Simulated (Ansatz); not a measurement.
Redistribution: BH2I + BH(CH3)(NH2) → BH2(NH2) + BH(CH3)I

Species: BH2I `BI`, singlet; BH(CH3)(NH2), singlet; BH2(NH2), singlet; BH(CH3)I, singlet. The partners trade I for NH2; both sit on B, so the bond types are kept.

Shapes, held fixed at every level: PBE0-D4/def2-TZVP. Programs: Ansatz 0.2.0. The zero-point and thermal change to 298 K, harmonic and unscaled (PBE0-D4/def2-TZVP), is +0.7 kJ/mol.

| level | kind | ΔH(298 K) (kJ/mol) | less CCSD(T)/def2-TZVPP |
| --- | --- | --- | --- |
| HF/def2-TZVPP | Hartree–Fock | -8.0 | +1.4 |
| PBE-D4/def2-TZVPP | GGA | -12.5 | -3.1 |
| PBE0-D4/def2-TZVPP | global hybrid | -11.8 | -2.4 |
| r2SCAN0-D4/def2-TZVPP | global hybrid | -11.5 | -2.1 |
| wB97X-V/def2-TZVPP | range-separated hybrid | -10.9 | -1.5 |
| MP2/def2-SVP | perturbation theory | -11.8 | -2.4 |
| CCSD/def2-TZVPP | coupled cluster or CI | -8.9 | +0.5 |
| CCSD(T)/def2-TZVPP | coupled cluster or CI | -9.4 | 0.0 |

The highest level, CCSD(T)/def2-TZVPP, gives ΔH(298 K) = -9.4 kJ/mol; the levels span -12.5 to -8.0. The column of differences is taken from that level and isn't an error. No measured value is set beside it here. For atoms past krypton def2 sets carry core potentials with scalar relativity. Correlated rows may include outer-core shells of I, which these sets cover unevenly.
